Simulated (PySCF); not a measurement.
An unknown shows these calculated signals:

$^{1}$H NMR (400 MHz, computed): δ 6.46 (m, 1H), 4.73 (s, 3H), 3.93 (m, 1H), 3.58 (m, 1H), 2.82 (s, 3H), 2.70 (s, 3H).

$^{13}$C{$^{1}$H} NMR (computed): δ 150.4 (CH), 85.3 (CH2), 36.0 (CH3), 35.8 (CH3).

Calculated, not measured (PySCF 2.14): shielding tensors at PBE0/pcSseg-1 (GIAO), geometry: GFN2-xTB. Equivalent nuclei averaged, no solvent, single conformer, no relativistic terms.

δ = σ(ref) − σ, references computed at the same level: TMS for $^{1}$H and $^{13}$C.

Q: Which of these does the molecule contain: a vinyl group CH=CH2, a nitrile, a non-aromatic C=C double bond, a methoxy group, an N-methyl group, a (CH3)2CH unit?

A: 
- A vinyl group CH=CH2: yes (δC 85.3, 150.4; δH 3.58 (m), 3.93 (m), 6.46 (m)).
- A nitrile: no.
- A non-aromatic C=C double bond: yes.
- A methoxy group: no.
- An N-methyl group: yes (δC 35.8; δH 2.82 (s)).
- A (CH3)2CH unit: no.

The data belong to SMILES C=CN(C)N(C)[SiH3], C4H12N2Si; they needn't prove each group on their own.

Carbon signals by region: 1 in the sp2 and nitrile region (100–160 ppm), 1 at 50–100 ppm, 2 below 50 ppm.

Shifts are as computed. Against solution values, carbons near 30 ppm lie about +3 ppm off and those near 130 ppm about +5 ppm. Of 1211 compounds with measured shifts, 218 miss one by over three times the rms of a fit or turn the order of signals round; such compounds aren't used in these exercises. Multiplicities follow the n + 1 count of equivalent neighbours, as no J values were calculated; m marks all less simple cases, F and P coupling included.
